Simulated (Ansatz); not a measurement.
`C[SiH2][Zn][F]` + dimethylamine → `C[SiH2]N(C)C` + `[F][ZnH]`  (cleavage of the Si–Zn bond)

Gas-phase electronic energies from Ansatz, PBE0-D4/def2-TZVP geometries. CCSD(T)/CBS adds triple-zeta CCSD(T) − MP2 to the extrapolated MP2 energy (def2 sets, frozen cores). Functionals use def2-TZVPP. B3LYP here is the variant with VWN-RPA as its local correlation; programs differ in this. HSE06 is defined as in plane-wave codes. For Zn outer-core shells are correlated without core-valence functions, which leaves a few kJ/mol of doubt a bond. Scalar relativity is left out up to krypton. One conformer a species, not always the lowest.

```json
{"level": "LDA (SPW92)", "ΔE (kcal/mol)": "-4.0", "difference from CCSD(T)/CBS": "0.8"}
{"level": "revPBE-D4", "ΔE (kcal/mol)": "-3.1", "difference from CCSD(T)/CBS": "1.7"}
{"level": "BLYP-D4", "ΔE (kcal/mol)": "-4.3", "difference from CCSD(T)/CBS": "0.5"}
{"level": "r2SCAN-D4", "ΔE (kcal/mol)": "-4.2", "difference from CCSD(T)/CBS": "0.6"}
{"level": "PBE0-D4", "ΔE (kcal/mol)": "-2.9", "difference from CCSD(T)/CBS": "1.9"}
{"level": "B3LYP-D4", "ΔE (kcal/mol)": "-5.0", "difference from CCSD(T)/CBS": "-0.2"}
{"level": "r2SCANh-D4", "ΔE (kcal/mol)": "-4.4", "difference from CCSD(T)/CBS": "0.4"}
{"level": "r2SCAN0-D4", "ΔE (kcal/mol)": "-4.7", "difference from CCSD(T)/CBS": "0.1"}
{"level": "HSE06-D4", "ΔE (kcal/mol)": "-2.8", "difference from CCSD(T)/CBS": "2.0"}
{"level": "BHLYP-D4", "ΔE (kcal/mol)": "-6.3", "difference from CCSD(T)/CBS": "-1.5"}
{"level": "CAM-B3LYP-D4", "ΔE (kcal/mol)": "-6.3", "difference from CCSD(T)/CBS": "-1.5"}
{"level": "B2PLYP", "ΔE (kcal/mol)": "-4.5", "difference from CCSD(T)/CBS": "0.3"}
{"level": "PBE-QIDH", "ΔE (kcal/mol)": "-4.8", "difference from CCSD(T)/CBS": "0.0"}
{"level": "PBE", "ΔE (kcal/mol)": "0.2", "difference from CCSD(T)/CBS": "5.0"}
{"level": "revPBE", "ΔE (kcal/mol)": "1.7", "difference from CCSD(T)/CBS": "6.5"}
{"level": "BLYP", "ΔE (kcal/mol)": "-0.6", "difference from CCSD(T)/CBS": "4.2"}
{"level": "r2SCAN", "ΔE (kcal/mol)": "-3.7", "difference from CCSD(T)/CBS": "1.1"}
{"level": "PBE0", "ΔE (kcal/mol)": "-1.3", "difference from CCSD(T)/CBS": "3.5"}
{"level": "B3LYP", "ΔE (kcal/mol)": "-2.2", "difference from CCSD(T)/CBS": "2.6"}
{"level": "r2SCANh", "ΔE (kcal/mol)": "-3.8", "difference from CCSD(T)/CBS": "1.0"}
{"level": "r2SCAN0", "ΔE (kcal/mol)": "-4.1", "difference from CCSD(T)/CBS": "0.7"}
{"level": "HSE06", "ΔE (kcal/mol)": "-1.3", "difference from CCSD(T)/CBS": "3.5"}
{"level": "BHLYP", "ΔE (kcal/mol)": "-4.4", "difference from CCSD(T)/CBS": "0.4"}
{"level": "LC-ωPBE", "ΔE (kcal/mol)": "-4.1", "difference from CCSD(T)/CBS": "0.7"}
{"level": "RPA@PBE/def2-TZVPP", "ΔE (kcal/mol)": "-7.2", "difference from CCSD(T)/CBS": "-2.4"}
{"level": "HF/def2-SVP", "ΔE (kcal/mol)": "-3.5", "difference from CCSD(T)/CBS": "1.3"}
{"level": "MP2/def2-SVP", "ΔE (kcal/mol)": "-5.5", "difference from CCSD(T)/CBS": "-0.7"}
{"level": "CCSD/def2-SVP", "ΔE (kcal/mol)": "-3.9", "difference from CCSD(T)/CBS": "0.9"}
{"level": "CCSD(T)/def2-SVP", "ΔE (kcal/mol)": "-4.0", "difference from CCSD(T)/CBS": "0.8"}
{"level": "HF/def2-TZVPP", "ΔE (kcal/mol)": "-5.9", "difference from CCSD(T)/CBS": "-1.1"}
{"level": "MP2/def2-TZVPP", "ΔE (kcal/mol)": "-7.7", "difference from CCSD(T)/CBS": "-2.9"}
{"level": "SCS-MP2/def2-TZVPP", "ΔE (kcal/mol)": "-7.5", "difference from CCSD(T)/CBS": "-2.7"}
{"level": "CCSD/def2-TZVPP", "ΔE (kcal/mol)": "-6.4", "difference from CCSD(T)/CBS": "-1.6"}
{"level": "CCSD(T)/def2-TZVPP", "ΔE (kcal/mol)": "-6.5", "difference from CCSD(T)/CBS": "-1.7"}
{"level": "HF/def2-QZVPP", "ΔE (kcal/mol)": "-6.0", "difference from CCSD(T)/CBS": "-1.2"}
{"level": "MP2/def2-QZVPP", "ΔE (kcal/mol)": "-6.7", "difference from CCSD(T)/CBS": "-1.9"}
{"level": "SCS-MP2/def2-QZVPP", "ΔE (kcal/mol)": "-6.6", "difference from CCSD(T)/CBS": "-1.8"}
{"level": "HF/CBS(def2)", "ΔE (kcal/mol)": "-6.0", "difference from CCSD(T)/CBS": "-1.2"}
{"level": "MP2/CBS(def2)", "ΔE (kcal/mol)": "-6.0", "difference from CCSD(T)/CBS": "-1.2"}
{"level": "CCSD/CBS(def2)", "ΔE (kcal/mol)": "-4.7", "difference from CCSD(T)/CBS": "0.1"}
{"level": "CCSD(T)/CBS", "ΔE (kcal/mol)": "-4.8", "difference from CCSD(T)/CBS": "0"}
```

Largest T1 diagnostic among the species: 0.018.

From PBE to PBE0 (25 % exact exchange), in def2-TZVPP and without D4, ΔE moves by −1.5 kcal/mol. Leaving LDA and LC-ωPBE aside and taking each functional with its dispersion term where it has one, the values, not all of them listed here, spread over 4.7 kcal/mol, from CAM-B3LYP-D4 to PBE-D4. LDA lies −4.2 kcal/mol from PBE without D4. The D4 term adds −2.8 kcal/mol with B3LYP and −1.6 kcal/mol with PBE0; it sums over pairs of atoms, weighted by their polarisabilities, and B3LYP, whose exchange is more repulsive, gets the larger term.

CCSD(T)/CBS has its own doubt, a few kJ/mol and more with outer-core shells, so smaller differences from it don't rank the levels.
